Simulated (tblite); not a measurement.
`C[C@H](N)C/C=N/[SiH2]O`. The geometry is computed with GFN2-xTB (gas phase).

```
atom  x, y, z in Å
C1    -1.0423    0.2972   -1.7395
C2    -1.7623   -0.1437   -0.4693
N3    -3.0688    0.4835   -0.4294
C4    -0.8958    0.1667    0.7759
C5     0.3836   -0.5989    0.7646
N6     1.4966   -0.0403    0.8717
Si7    3.1265   -0.5945    0.9642
O8     4.0080    0.3684   -0.0037
H9    -0.8726    1.3716   -1.7221
H10   -0.0819   -0.2042   -1.8236
H11   -1.6507    0.0574   -2.6070
H12   -1.9329   -1.2268   -0.5111
H13   -2.9752    1.4931   -0.3928
H14   -3.5942    0.1863    0.3850
H15   -0.6806    1.2359    0.8291
H16   -1.4569   -0.1242    1.6700
H17    0.2617   -1.6862    0.6481
H18    3.4605   -0.4146    2.3783
H19    3.4556   -1.9179    0.4508
H20    3.8165    1.3016   -0.0424
```

Which two atoms are farthest apart?

O8···H14, 7.61 Å; the next longest distance is 7.51 Å.

Work out the bond lengths C1–H9, C1–H10, C2–H12, N3–H13, N3–H14, C4–C5, C5–H17, Si7–H19 in bohr.

For C1–H9 the difference vector is (0.1697, 1.0744, 0.0174) Å, of length 1.0879 Å. 1 bohr = 0.529177 Å. C1–H9 2.056; C1–H10 2.054; C2–H12 2.074; N3–H13 1.917; N3–H14 1.916; C4–C5 2.818; C5–H17 2.079; Si7–H19 2.754 bohr.

Give the dihedral angles H17–C5–N6–Si7, H12–C2–C4–C5, N6–Si7–O8–H20.

H17–C5–N6–Si7 -4° (synperiplanar); H12–C2–C4–C5 56° (synclinal); N6–Si7–O8–H20 39° (synclinal). Dihedral signs follow IUPAC: positive where, seen along the central bond, the front bond turns clockwise onto the rear one.

How far apart are these pairs, which share no bond: C4···H19, C5···H20, N6···H14, O8···H17?

C4···H19 4.836 Å (4 bonds apart); C5···H20 4.006 Å (4 bonds apart); N6···H14 5.119 Å (5 bonds apart); O8···H17 4.322 Å (4 bonds apart).

What are the angles H9–C1–H11, C2–C1–H9, C2–C1–H11, C1–C2–H12, N6–C5–H17, C5–N6–Si7?

From the scalar product of the two bond vectors; for H9–C1–H11 it is -0.3760 Å² over 1.0879 × 1.0864 Å², cos θ = -0.3181. H9–C1–H11 108.6°; C2–C1–H9 110.2°; C2–C1–H11 109.7°; C1–C2–H12 109.1°; N6–C5–H17 123.3°; C5–N6–Si7 134.7°.

Where is the centre of mass (commonest isotopes), and what is the radius of gyration?

Mass 132.072 u; centre at (0.662, -0.059, 0.184) Å; Rg = √(Σ m r²/M) = 2.634 Å. As Ia + Ib + Ic = 2 Σ m r², the three principal moments sum to 1832.4 u·Å².

How far are the heavy atoms from their best plane (unweighted least squares)?

0.308 Å rms; C1 0.21, C2 0.29, N3 0.32, C4 0.35, C5 0.38, N6 0.19, Si7 0.31, O8 0.35 Å (magnitudes).

What is the repulsion energy of the bare nuclei, Σ ZA·ZB/RAB?

445.91 Eh over 190 pairs, with full nuclear charges and distances in bohr; the largest single term is 36.47 Eh (Si7 with O8).

Write the matrix of distances between heavy atoms (Å, lower triangle).

```
C1    0.000
C2    1.525  0.000
N3    2.420  1.450  0.000
C4    2.523  1.548  2.505  0.000
C5    3.018  2.517  3.810  1.491  0.000
N6    3.658  3.526  4.776  2.403  1.250  0.000
Si7   5.048  5.115  6.441  4.098  2.750  1.724  0.000
O8    5.341  5.812  7.091  4.969  3.829  2.691  1.625  0.000
```

Its GFN2-xTB frequencies are all real (lowest 30 cm⁻¹). The numbers are those of one conformer. 3 starts were optimised and ended at 0.00, 0.63 and 2.42 kcal/mol (GFN2-xTB); the lowest of these is shown.
